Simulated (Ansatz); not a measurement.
`NC[SiH2]S[SiH3]` + `C[NH][AlH][SH]` → `CN[SiH2]CN` + `[SiH3][S][AlH][SH]`  (redistribution)

Isolated molecules relaxed with PBE0-D4/def2-TZVP in Ansatz; ΔE leaves out vibrations. CBS: MP2 limit from def2 TZ/QZ plus the TZ coupled-cluster correction, frozen cores. Functionals use def2-TZVPP. B3LYP here is the variant with VWN-RPA as its local correlation; programs differ in this. One conformer a species, not always the lowest.

| level | ΔE (kcal/mol) |
| --- | --- |
| PBE-D4 | -1.2 |
| ωB97M-V | -3.0 |
| PBE | -1.1 |
| B3LYP | -2.2 |
| CCSD/def2-TZVPP | -3.2 |
| SCS-MP2/def2-QZVPP | -3.0 |
| MP2/CBS(def2) | -2.9 |
| CCSD/CBS(def2) | -3.3 |

(1) What does CCSD(T)/CBS give? (An estimate is asked.)

Largest T1 diagnostic among the species: 0.012.

Answers

(1) Ansatz gave: -3.0 kcal/mol. The listed levels differ from it by 1.8, 0.0, 1.9, 0.8, -0.2, 0.0, 0.1, -0.3 kcal/mol.

In def2-TZVPP, CCSD(T) changes the Hartree–Fock value by +1.9 kcal/mol (the triples alone add +0.3 kcal/mol) and MP2 by +2.0 kcal/mol. From PBE to PBE0 (25 % exact exchange), in def2-TZVPP and without D4, ΔE moves by −1.2 kcal/mol.
